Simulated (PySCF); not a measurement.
## [PbBr2]2+: one run

[PbBr2]2+ (singlet). PySCF 2.14.0, RKS B3LYP, Pb def2-SVP with ECP60, Br def2-SVP; non-relativistic Hamiltonian with scalar-relativistic core potentials where named; density fitting; no spin-orbit coupling. Purpose: singlet excitations, Tamm-Dancoff B3LYP.

```python
mol = gto.M(atom='''
Pb     0.00000     0.00000     0.00000
Br     0.00000     0.00000     2.48694
Br    -0.00000    -0.00000    -2.48694''',
    basis={'Pb': 'def2-SVP', 'Br': 'def2-SVP'},
    ecp={'Pb': 'def2-SVP'},
    charge=2, spin=0)
mf = dft.RKS(mol, xc='B3LYP')
mf.grids.atom_grid = (50, 194)
mf = mf.density_fit()  # fitting sets: Pb def2-universal-JKFIT, Br def2-universal-JKFIT
mf.conv_tol = 1e-08; mf.max_cycle = 55
mf.kernel(dm0)  # dm0: converged density of the relaxed state
td = mf.TDA(); td.nstates = 8; td.kernel()
```

Run from Python with OMP_NUM_THREADS=2; the lines above give its settings. Where DIIS fails, smearing, a level shift and second-order steps follow.
It took 13 s on 2 threads of Arm Neoverse V1 (shared host), from an already converged density.

Question: Where do the frontier levels lie, over both spins?

Answer: HOMO -19.66 eV, LUMO -17.15 eV. 

Question: What are the Mulliken charges and spins?

Answer: 
| atom | charge (e) | spin (e) |
| --- | --- | --- |
| Pb1 | 1.237 | 0.000 |
| Br2 | 0.381 | 0.000 |
| Br3 | 0.382 | 0.000 |

Question: Which singlet excitations follow (Tamm-Dancoff, 8 states)?

Answer: 
```tsv
state	eV	oscillator strength
1	1.49	0.0000
2	1.49	0.0000
3	1.90	0.0019
4	1.90	0.0019
5	4.25	0.0155
6	4.28	0.0000
7	4.36	0.0000
8	4.36	0.0000
```
Functionals without range separation put charge-transfer states too low; the basis has no diffuse functions.

The geometry was relaxed with TPSS (Pb def2-SVP with ECP60, Br def2-SVP).
